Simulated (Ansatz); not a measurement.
System: C₃H₇Si, charge 0, multiplicity 2. It need not be the lowest isomer of its formula. SMILES: [CH]=CC[SiH3]
Geometry from a B3LYP-D3(BJ)/def2-TZVP (Ansatz, a first-principles code) optimisation:
```
C
H 1 1.0916
H 1 1.0939 2 107.58
C 1 1.5027 2 110.53 3 -120.33
C 4 1.3056 1 126.40 2 -16.01
H 5 1.0775 4 138.23 1 -178.69
H 4 1.0956 5 118.13 6 -0.93
Si 1 1.8915 2 108.66 3 116.90
H 8 1.4805 1 109.99 2 57.43
H 8 1.4830 9 108.90 1 -120.36
H 8 1.4836 9 109.27 10 -118.65
```
Charge 0, spin multiplicity 2.

Quantity: atomisation energy (electronic, to ground-state atoms), in kcal/mol. Correlated levels leave the core frozen unless marked. Open shells are spin-unrestricted. No spin-orbit coupling. No relativistic terms. The coupled-cluster limit lacks core correlation, which all-electron functionals hold. CBS marks a two-point X^-3 extrapolation of the correlation energy; Hartree-Fock from the larger set.

```
level                          program  atomisation energy (kcal/mol)
----------------------  --------------  -----------------------------
HF/6-31G*                       Ansatz                          716.6
PBE0-D3(BJ)/def2-TZVP   Ansatz + dftd3                          955.5
BHLYP/def2-TZVPD                Ansatz                          928.0
wB97X-V/def2-TZVPD              Ansatz                          952.4
MP2/STO-3G                      Ansatz                         1004.9
RI-MP2/aug-cc-pV(Q+d)Z          Ansatz                          943.1
```

**Question.** What does CCSD(T)/CBS(aug-cc-pV(T+d)Z,aug-cc-pV(Q+d)Z) (Ansatz) give?

**Answer.** 949.4 kcal/mol, so RI-MP2/aug-cc-pV(Q+d)Z differs from it by -6.3 kcal/mol.
